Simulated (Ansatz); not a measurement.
C₄H₇AlO at its PBE0-D4/def2-TZVP geometry, where that method's forces vanish. Charge 0, multiplicity 1. The bonds changed during the relaxation, so this is another structure than the one it started from.

```json
{"atom": "Al1", "x (Å)": "-0.789", "y (Å)": "-1.781", "z (Å)": "0.377"}
{"atom": "C2", "x (Å)": "0.260", "y (Å)": "-0.727", "z (Å)": "-0.902"}
{"atom": "C3", "x (Å)": "1.350", "y (Å)": "0.129", "z (Å)": "-0.425"}
{"atom": "C4", "x (Å)": "0.916", "y (Å)": "1.201", "z (Å)": "0.231"}
{"atom": "C5", "x (Å)": "-0.577", "y (Å)": "1.233", "z (Å)": "0.261"}
{"atom": "O6", "x (Å)": "-0.969", "y (Å)": "-0.002", "z (Å)": "-0.374"}
{"atom": "H7", "x (Å)": "-0.337", "y (Å)": "-1.665", "z (Å)": "1.894"}
{"atom": "H8", "x (Å)": "-1.944", "y (Å)": "-2.742", "z (Å)": "-0.127"}
{"atom": "H9", "x (Å)": "0.175", "y (Å)": "-0.814", "z (Å)": "-1.987"}
{"atom": "H10", "x (Å)": "2.389", "y (Å)": "-0.118", "z (Å)": "-0.600"}
{"atom": "H11", "x (Å)": "1.527", "y (Å)": "1.968", "z (Å)": "0.684"}
{"atom": "H12", "x (Å)": "-1.004", "y (Å)": "2.073", "z (Å)": "-0.302"}
{"atom": "H13", "x (Å)": "-0.998", "y (Å)": "1.245", "z (Å)": "1.270"}
```

**Question.** For each bond, give half the difference of the two atoms' forces along it (eV/Å; positive pushes the atoms apart) under PBE-D4, r2SCAN-D4, B3LYP-D4, ωB97M-V in def2-TZVPP. (Estimate.)

**Answer.** Computed: 
| bond | length (Å) | PBE-D4 | r2SCAN-D4 | B3LYP-D4 | ωB97M-V |
| --- | --- | --- | --- | --- | --- |
| Al1–C2 | 1.962 | 0.22 | 0.12 | 0.18 | 0.06 |
| Al1–O6 | 1.940 | 0.15 | -0.05 | 0.07 | 0.05 |
| Al1–H7 | 1.587 | 0.00 | -0.03 | -0.08 | -0.10 |
| Al1–H8 | 1.585 | -0.01 | -0.03 | -0.12 | -0.13 |
| C2–C3 | 1.465 | -0.18 | -0.08 | 0.12 | 0.31 |
| C2–O6 | 1.522 | 0.37 | 0.34 | 0.34 | 0.16 |
| C2–H9 | 1.091 | 0.08 | -0.06 | -0.18 | -0.18 |
| C3–C4 | 1.329 | 0.50 | 0.24 | 0.08 | -0.14 |
| C3–H10 | 1.082 | -0.03 | -0.09 | -0.15 | -0.11 |
| C4–C5 | 1.493 | -0.11 | -0.01 | 0.18 | 0.25 |
| C4–H11 | 1.081 | -0.06 | -0.12 | -0.16 | -0.10 |
| C5–O6 | 1.443 | 0.35 | 0.34 | 0.27 | 0.15 |
| C5–H12 | 1.098 | 0.09 | -0.05 | -0.15 | -0.18 |
| C5–H13 | 1.094 | 0.07 | -0.08 | -0.15 | -0.15 |

B3LYP here is the variant with VWN-RPA as its local correlation; programs differ in this.
